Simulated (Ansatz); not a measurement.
Reactions of CH6O3Si, SMILES `CO[SiH](O)O`.

Gas-phase electronic energies from Ansatz, PBE0-D4/def2-TZVP geometries. CBS: MP2 limit from def2 TZ/QZ plus the TZ coupled-cluster correction, frozen cores. This one scheme is used for every species. DFT in def2-TZVPP. B3LYP here is the variant with VWN-RPA as its local correlation; programs differ in this. For Ga outer-core shells are correlated without core-valence functions, which leaves a few kJ/mol of doubt a bond. Scalar relativity is left out up to krypton. Each species was taken in one conformer, which may not be the lowest.

```csv
reaction,CCSD/CBS(def2) (kJ/mol),PBE0-D4 (kJ/mol),B3LYP-D4 (kJ/mol),MP2/CBS(def2) (kJ/mol)
`CO[SiH](O)O` + `F[SiH](S)S` → `CS[SiH](F)S` + `O[SiH](O)O`,-46,-48,-43,-56
`CO[SiH](O)O` + `[OH][Al]([F])[O][SiH3]` → `CO[SiH](O)F` + `[OH][Al]([OH])[O][SiH3]`,2,2,0,2
`CO[SiH](O)O` + `[CH3][Ga]([NH2])[SH]` → `CO[Si](N)(O)O` + `[CH3][GaH][SH]`,-27,-34,-32,-23
`CO[SiH](O)O` + `[AlH2][O][SiH2]S` → `O[SiH](O)[O][AlH2]` + `CO[SiH2]S`,6,6,7,6
```

(1) Give the CCSD(T)/CBS values in the same order. (Estimate.)

Largest T1 diagnostic: 0.012, for `[CH3][GaH][SH]`.

Answers

(1) The calculation gave: -49, 2, -26, 6 kJ/mol.
